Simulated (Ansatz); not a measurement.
Abstraction of H: C2H3FSi + CH7O2Si2 → C2H2FSi + CH8O2Si2

Species: C2H3FSi `C#C[SiH2]F`, singlet; CH7O2Si2 `O[SiH]C[SiH2]O`, doublet; C2H2FSi `C#C[SiH]F`, doublet; CH8O2Si2 `O[SiH2]C[SiH2]O`, singlet. A radical takes H: the energy is the difference in strength between two Si–H bonds in different surroundings.

Shapes, held fixed at every level: PBE0-D4/def2-TZVP. Flexible molecules stand in one conformer, not always the lowest. Programs: Ansatz 0.2.0. Electronic energies: no zero-point or thermal term.

```tsv
level	kind	ΔE (kJ/mol)	less CCSD(T)/CBS estimate
MP2/def2-TZVPP	perturbation theory	+2.3	+10.3
HF/def2-TZVPP	Hartree–Fock	-8.5	-0.5
PBE-D4/def2-TZVPP	GGA	-11.8	-3.8
PBE0-D4/def2-TZVPP	global hybrid	-11.9	-3.9
wB97M-V/def2-TZVPP	range-separated hybrid	-11.4	-3.4
CCSD(T)/def2-TZVPP	coupled cluster or CI	-8.9	-0.9
CCSD/def2-TZVPP	coupled cluster or CI	-8.6	-0.6
CCSD(T)/CBS estimate	coupled cluster or CI	-8.0	0.0
```

The highest level, CCSD(T)/CBS estimate, gives ΔE = -8.0 kJ/mol; the levels span -11.9 to +2.3. They disagree on the sign: 1 of 8 are positive. The column of differences is taken from that level and isn't an error. No measured value is set beside it here. Spin contamination: C2H2FSi (⟨S²⟩ up to 0.82). Open shells run unrestricted. The CBS estimate extrapolates MP2 from def2-TZVPP and def2-QZVPP and adds CCSD(T) − MP2 in the triple-zeta set, cores frozen.
